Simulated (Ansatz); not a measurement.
`BCC=O` → `BC=O` + `[CH2]` (triplet) at 600 K and 1 bar (formal loss of a carbene).

Gas-phase electronic energies from Ansatz, PBE0-D4/def2-TZVP geometries. CBS: MP2 limit from def2 TZ/QZ plus the TZ coupled-cluster correction, frozen cores. This one scheme is used for every species. Triplets are unrestricted, without spin–orbit coupling. Each species was taken in one conformer, which may not be the lowest.

```
          species  CCSD(T)/CBS energy (Eh)  H − E (kJ/mol)  S (J/(mol·K))
          `BCC=O`               -179.04215           220.7          363.7
           `BC=O`               -139.76288           135.1          316.8
`[CH2]` (triplet)                -39.09499            66.5          220.8
```

H − E and S are ideal-gas, rigid-rotor, harmonic terms from PBE0-D4/def2-TZVP, for one conformer and one mirror image of each species, with the whole ground term of open shells counted as degenerate. 1 Eh = 2625.50 kJ/mol, R = 8.31446 J/(mol·K).

Question: By hand: ΔE, ΔH, ΔS and ΔG.

Answer: ΔE = (-139.76288) + (-39.09499) − (-179.04215) = 0.18428 Eh = 483.8 kJ/mol. Δ(H − E) = 135.1 + 66.5 − 220.7 = -19.1, so ΔH = 464.7 kJ/mol. ΔS = 316.8 + 220.8 − 363.7 = 173.9 J/(mol·K). ΔG = 464.7 − 600 × (173.9)/1000 = 360.4 kJ/mol.

Question: By hand: the equilibrium constant, and the temperature at which ΔG would vanish if ΔH and ΔS stayed fixed.

Answer: log₁₀ K = −ΔG/(RT ln 10) = -31.4. ΔG = 0 at ΔH/ΔS = 2672 K, far beyond where these terms or the molecules hold.

The number of gas molecules changes by +1, which sets the sign of ΔS. A doubt of 5 kJ/mol in ΔE shifts log₁₀ K by 0.4 here. Other conformers and mirror images would add mixing entropy, several J/(mol·K) or more a flexible species. A triplet takes part, so the spin changes. These are equilibria of isolated gas molecules and say nothing of rates. Largest T1 diagnostic: 0.021 (customary marks: 0.02 for closed shells, 0.045 for open ones).
